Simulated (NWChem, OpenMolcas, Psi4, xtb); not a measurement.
How methods differ on SnH2F2 (SMILES [F][SnH2][F])

The species is SnH2F2 (5 atoms), meant as a singlet with charge 0. As SMILES, `[F][SnH2][F]`. Geometry: relaxed at PBE0-D4/def2-TZVP.

Quantity: the dipole moment, in D. The values are calculated.

```
                           level            kind     program  value (D)   CPU time
                        GFN2-xTB  semi-empirical         xtb       4.23  under 2 s
    HF/def2-SVP (core potential)    Hartree–Fock  OpenMolcas       3.94      3.6 s
 SVWN5/def2-SVP (core potential)             LDA        Psi4       3.17       16 s
  BP86/def2-SVP (core potential)             GGA      NWChem       3.08      8.6 s
   PBE/def2-SVP (core potential)             GGA        Psi4       3.08       23 s
 M06-L/def2-SVP (core potential)        meta-GGA        Psi4       3.35       33 s
r2SCAN/def2-SVP (core potential)        meta-GGA        Psi4       3.30       28 s
  PBE0/def2-SVP (core potential)   global hybrid        Psi4       3.40       15 s
```

The values span 3.08 to 4.23 D. Times are those of the runs behind each value, whatever else they computed, on shared processors of several kinds: orders of magnitude only.
